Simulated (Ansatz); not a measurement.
Abridged output of a molecular run in Ansatz:

```
Functional definition: HF
2504 factors; integrals over basis functions are off by at most 1.1e-3 eV
mean field evaluation 1: about -12375.8371 eV, gradient 7.4e1 eV
mean field evaluation 2: about -12376.2476 eV, gradient 7.4e1 eV
mean field evaluation 4: about -12386.3680 eV, gradient 9.3e0 eV
mean field evaluation 8: about -12386.6138 eV, gradient 9.1e-1 eV
mean field evaluation 16: about -12386.6159 eV, gradient 1.8e-6 eV
mean field -12386.61590900 eV, -455.1997387058 hartree, gradient 1.8e-6 eV, S^2 0.000000; 0 other end points of the search recorded, 0 dependent functions left out
7 core orbitals not correlated: weight in the atoms' cores, before any rotation towards them, 1.000 or more for the frozen orbitals, at most 0.000 for the correlated occupied ones
reference -12386.61590900 eV, -455.1997387058 hartree; 29, 29 occupied and 377, 377 virtual orbitals, 2504 factors
second order -50.56522654 eV of doubles, -0.00000000 eV of singles
cycle   1  -49.09429941 eV  change     1.5e0 eV  update   2.3e-1
cycle   2  -50.52183537 eV  change    -1.4e0 eV  update   1.0e-1
cycle   3  -50.95943236 eV  change   -4.4e-1 eV  update   3.9e-2
cycle   4  -50.95531356 eV  change    4.1e-3 eV  update   1.3e-2
cycle   5  -50.93762318 eV  change    1.8e-2 eV  update   4.1e-3
cycle   6  -50.93994655 eV  change   -2.3e-3 eV  update   1.6e-3
cycle   7  -50.94013984 eV  change   -1.9e-4 eV  update   4.9e-4
cycle   8  -50.93960856 eV  change    5.3e-4 eV  update   1.8e-4
cycle   9  -50.93962904 eV  change   -2.0e-5 eV  update   6.0e-5
perturbative correction -2.28576003 eV, -0.0840001316 hartree
Total energy: -12439.84129806 eV, -457.1557356765 hartree
```

Its atoms:

Cartesian coordinates in Å:
```
C 0.651 -1.934 2.390
O -0.125 -1.230 1.467
Ta -0.052 -0.012 0.010
N 1.642 0.402 -0.319
O -1.008 1.570 0.446
C -0.891 2.952 0.611
O -0.810 -0.815 -1.536
C -0.544 -1.210 -2.849
H 1.717 -1.729 2.248
H 0.370 -1.647 3.409
H 0.481 -3.009 2.276
H 2.602 0.637 -0.506
H 0.134 3.287 0.423
H -1.171 3.231 1.631
H -1.562 3.468 -0.083
H -1.215 -0.688 -3.538
H 0.491 -0.986 -3.127
H -0.711 -2.287 -2.955
```

Problem. Which basis set was used?
A. def2-SVPD
B. def2-TZVPPD
C. cc-pV(Q+d)Z
D. def2-TZVPP

Solution. D. It gives 413 functions.

Problem. Write the keys of the input that set method, charge and spin (a neutral closed shell needs none for the last two).

Solution. 
```yaml
correlation: {method: ccsd_t}
```
